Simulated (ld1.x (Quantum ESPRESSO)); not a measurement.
## rhenium: variants of one RRKJ potential

Base potential:

ld1.x (Quantum ESPRESSO) 7.5 input, shortened:

```
&input
   title='Re', zed=75., rel=1, dft='PW91', iswitch=3,
   config='[Xe] 4f14 5d5 6s1.5 6p0.5'
 /
 &inputp
   pseudotype=2, tm=.false., lloc=0,
   nlcc=.false.
 /
4
5P  2  1   6.00   0.00  2.00  2.00  0.0
5D  3  2   5.00   0.00  1.55  1.55  0.0
4F  4  3  14.00   0.00  0.80  0.80  0.0
5S  1  0   2.00   0.00  1.20  1.20  0.0
 &test
   configts(1)='4f14 5s2 5p6 5d5 6s1.5 6p0.5'
 /
```

Occupied shells without a wave of their own: 6p, 6s. They enter only through the test configuration that unscreens the potential.

Cutoffs, loose and tight: the cutoffs (Ry, on a coarse ladder) from which the occupation-weighted sum of valence levels, in a spherical-Bessel basis at the reference potential, stays within 10 and 1 mRy of its value at 400 Ry. They do not see the model core or the augmentation charge, which bear on the density cutoff. Test errors are all-electron minus pseudo excitation energies from the reference, over the configurations 4f14 5s2 5p6 5d5 6s2 6p0; 4f14 5s2 5p6 5d5 6s1 6p0; 4f14 5s2 5p6 5d5 6s0 6p0; 4f14 5s2 5p6 5d6 6s0 6p0; 4f14 5s2 5p6 5d4 6s0 6p0; 4f14 5s2 5p6 5d5 6s1.5 6p0; 4f14 5s2 5p6 5d4 6s2 6p1. A dash means not determined; rows that change the core or the reference have their own tests. The largest error is taken over the tests solved by every variant that gives reliable tests at all: 4f14 5s2 5p6 5d4 6s0 6p0; 4f14 5s2 5p6 5d4 6s2 6p1; 4f14 5s2 5p6 5d5 6s1 6p0; 4f14 5s2 5p6 5d5 6s1.5 6p0; 4f14 5s2 5p6 5d5 6s2 6p0; 4f14 5s2 5p6 5d6 6s0 6p0.

On the changes marked as counting shells twice: ld1.x takes every shell without a wave as core, so the model core holds the marked electrons as well and exchange and correlation see them twice. This cancels in the reference configuration, but the file is broken for other ones, and its errors say nothing about a proper core correction.

```tsv
change	outcome	cutoff, loose	cutoff, tight	bound ghosts	largest test error (meV)
base	generated, misses its reference levels by 0.19 eV	over 300 Ry	over 300 Ry	none	-665
wave 5p (bound): rc 2.00 bohr becomes 5p (bound): rc 1.72 bohr	generated, misses its reference levels by 0.19 eV	over 300 Ry	over 300 Ry	none	-621
core correction a·sin(br)/r model core inside 0.90 bohr (6p, 6s counted twice)	generated, misses its reference levels by 0.19 eV	over 300 Ry	over 300 Ry	none	-1362
wave 5s (bound): rc 1.20 bohr becomes 5s (bound): rc 1.56 bohr	generated, misses its reference levels by 1.35 eV	over 300 Ry	over 300 Ry	none	-3961
functional BLYP	generated, misses its reference levels by 0.18 eV	over 300 Ry	over 300 Ry	none	-660
wave 4f (bound): rc 0.80 bohr becomes 4f (bound): rc 0.74 bohr	generated, misses its reference levels by 0.19 eV	over 300 Ry	over 300 Ry	none	-665
all radii scaled by about 1.37 (s 1.64, p 2.74, d 2.12, f 1.10 bohr)	generated, misses its reference levels by 1.91 eV	260 Ry	over 300 Ry	none	no test is counted, since the test run did not reproduce the reference configuration
reference 4f14 5s2 5p6 5d5 6s2 6p0	generated, misses its reference levels by 0.18 eV	over 300 Ry	over 300 Ry	none	-950
functional PBE	generated, misses its reference levels by 0.18 eV	over 300 Ry	over 300 Ry	none	-659
```

Q: What comes out with this change to the base: type PAW; waves now 5s (bound): rc 1.20 bohr; 6s (bound): rc 1.20 bohr; 5p (bound): rcut 1.75, rcutus 2.00 bohr; 6p (bound): rcut 1.75, rcutus 2.00 bohr; 5d (bound): rcut 1.35, rcutus 1.55 bohr; 5d channel at 0.7 Ry: rcut 1.35, rcutus 1.55 bohr; 4f (bound): rcut 0.70, rcutus 0.80 bohr; 4f channel at 1.15 Ry: rcut 0.70, rcutus 0.80 bohr; local potential all-electron potential smoothed inside 0.80 bohr (lloc = -1); core correction a·sin(br)/r model core, default radius (ld1.x builds one for every PAW set, though the input has nlcc=.false.); augmentation BESSEL, radius 0.70 bohr?

A: outcome: failed: invmat: error in DGETRF. Cause: a PAW channel has rcut = rcutus, so it is not pseudised and its block of the matrix B = ⟨φ|χ⟩ is zero.

Q: What comes out with this change to the base: core [Xe] 4f14, valence charge 7; reference 5d5 6s1.5 6p0; waves now 6s (bound): rc 1.80 bohr; 5d (bound): rc 1.75 bohr; 6p (bound): rc 2.65 bohr; local potential the p channel; core correction a·sin(br)/r model core inside 1.65 bohr?

A: outcome: failed: compute_chi: n is too large. Cause: the Bessel-function wave could not be built (negative determinant in compute_phi), and the routine for χ then failed on it.

Q: What comes out with this change to the base: local potential the d channel?

A: outcome: failed: compute_phi: phi has nodes before r_c. Cause: the RRKJ expansion in Bessel functions gave a pseudo-wave with a node inside its radius.
